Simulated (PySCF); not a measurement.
PySCF 2.14 output of an unrestricted PBE0 calculation on a single atom or ion in def2-QZVPPD (11s6p5d4f2g, 100 functions), with no relativity, point nucleus:

```
SCF conv_tol = 1e-09
number electrons alpha = 14  beta = 10
    C. Adamo and V. Barone.,  J. Chem. Phys. 110, 6158 (1999)
    M. Ernzerhof and G. E. Scuseria.,  J. Chem. Phys. 110, 5029 (1999)
cycle= 1 E= -1150.24456021837  delta_E= -0.0104  |g|= 0.0276  |ddm|= 0.277
cycle= 2 E= -1150.24749058575  delta_E= -0.00293  |g|= 0.0319  |ddm|= 0.214
cycle= 3 E= -1150.24736425711  delta_E= 0.000126  |g|= 0.0259  |ddm|= 0.313
cycle= 4 E= -1150.24437206524  delta_E= 0.00299  |g|= 0.0139  |ddm|= 0.173
cycle= 5 E= -1150.24437051779  delta_E= 1.55e-06  |g|= 0.00667  |ddm|= 0.0229
cycle= 6 E= -1150.24437792141  delta_E= -7.4e-06  |g|= 0.00379  |ddm|= 0.00531
cycle= 7 E= -1150.24438136498  delta_E= -3.44e-06  |g|= 0.00024  |ddm|= 0.00663
cycle= 8 E= -1150.24438134459  delta_E= 2.04e-08  |g|= 1.33e-05  |ddm|= 0.000657
cycle= 9 E= -1150.2443813445  delta_E= 9.94e-11  |g|= 1.29e-06  |ddm|= 3.86e-05
converged SCF energy = -1150.2443813445  <S^2> = 6.0036756  2S+1 = 5.00147
```

The run itself started from symmetry-adapted Hartree-Fock orbitals and held the occupation by maximum overlap, on a logarithmic radial grid, so the iterations belong to that start.

Q: Which element, charge and spin multiplicity is this?

A: Mn⁺ (manganese, charge +1), multiplicity 5; the state was [Ar] 3d4 4s2, high-spin 5D determinant (an excited configuration).
